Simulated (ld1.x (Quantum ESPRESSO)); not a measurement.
## Pd (Z = 46): excitation energies, all-electron against TM

```
Element                 : Pd
Generator               : ld1.x (Quantum ESPRESSO) 7.5
Type                    : norm-conserving Troullier–Martins (Kleinman–Bylander form)
Functional              : LDA (PZ)
Relativity              : scalar-relativistic
Frozen core             : [Kr]
Valence charge          : 10
Reference configuration : 4d9 5s0 5p0 (charge +1)
Partial waves           : 5s (bound, empty): rc 2.50 bohr; 5p (bound, empty): rc 2.45 bohr; 4d (bound): rc 1.45 bohr
Local potential         : the d channel
Core correction         : a·sin(br)/r model core inside 1.40 bohr
```

Energies are relative to the spin-unpolarised reference configuration 4d9 5s0 5p0; without spin polarisation the order of configurations can differ from experiment. Spin-polarised rows fill each open shell by Hund’s rule, majority spin first.

**Question.** Give the all-electron excitation energy and the error of the potential for: 4d10 5s0 5p0; 4d8 5s0 5p0; 4d7 5s0 5p0; 4d6 5s0 5p0; 4d8 5s1 5p0; 4d9 5s1 5p0; 4d9.5 5s0 5p0; 4d9 5s0 5p0 (spin-polarised); 4d8 5s0 5p0 (spin-polarised).

**Answer.**

| valence configuration | charge | ΔE all-electron (eV) | error AE − PS (meV) |
| --- | --- | --- | --- |
| 4d10 5s0 5p0 | 0 | -9.389 | -17 |
| 4d8 5s0 5p0 | +2 | 21.081 | -58 |
| 4d7 5s0 5p0 | +3 | 55.676 | -331 |
| 4d6 5s0 5p0 | +4 | 105.229 | -984 |
| 4d8 5s1 5p0 | +1 | 4.407 | -86 |
| 4d9 5s1 5p0 | 0 | -7.953 | -8.5 |
| 4d9.5 5s0 5p0 | +0.5 | -6.019 | -6.0 |
| 4d9 5s0 5p0 (spin-polarised) | +1 | -0.144 | +28 |
| 4d8 5s0 5p0 (spin-polarised) | +2 | 20.446 | +75 |

Levels in the configuration 4d10 5s0 5p0:

```csv
level,all-electron (eV),pseudo (eV)
4d,-4.312,-4.293
```

These tests converged, but a pseudo level misses the all-electron one widely, so the file describes the atom poorly there or has found another state: 4d6 5s0 5p0: empty 5s by 7.7 eV.

Note: ghost states, extra bound levels that the all-electron valence spectrum of the same l lacks: s at -133.2 eV, p at -42.7 eV. A true bound ghost makes a file unfit for plane-wave use.
